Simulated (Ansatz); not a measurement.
## Worked example: CH6F2Si2 + C2HF2Si → CH6FSi2 + C2HF3Si

Species: CH6F2Si2 `F[SiH2]C[SiH2]F`, singlet; C2HF2Si `C#C[Si](F)F`, doublet; CH6FSi2 `F[SiH2]C[SiH2]`, doublet; C2HF3Si `C#C[Si](F)(F)F`, singlet. A radical takes F: the energy is the difference in strength between two Si–F bonds in different surroundings.

Shapes, held fixed at every level: PBE0-D4/def2-TZVP. Flexible molecules stand in one conformer, not always the lowest. Programs: Ansatz 0.2.0. The zero-point and thermal change to 298 K, harmonic and unscaled (PBE0-D4/def2-TZVP), is -2.6 kJ/mol.

At CCSD(T)/CBS estimate; 1 Eh = 2625.50 kJ/mol:

```
 species  energy (Eh)
CH6F2Si2  -819.548691
 C2HF2Si  -565.388612
 CH6FSi2  -719.627878
 C2HF3Si  -665.325748
```

Problem. Work out ΔH(298 K) of the reaction at this level.

Solution. 
1. Products less reactants: (-719.627878) + (-665.325748) − [(-819.548691) + (-565.388612)] = -0.016323 Eh = -42.9 kJ/mol.
2. With the thermal change: -42.9 + (-2.6) = -45.5 kJ/mol.

Other levels give -49.8 (CCSD/def2-TZVPP) to -40.2 kJ/mol (B2PLYP/def2-TZVPP). No measured value is set beside it here. Open shells run unrestricted. The CBS estimate extrapolates MP2 from def2-TZVPP and def2-QZVPP and adds CCSD(T) − MP2 in the triple-zeta set, cores frozen.
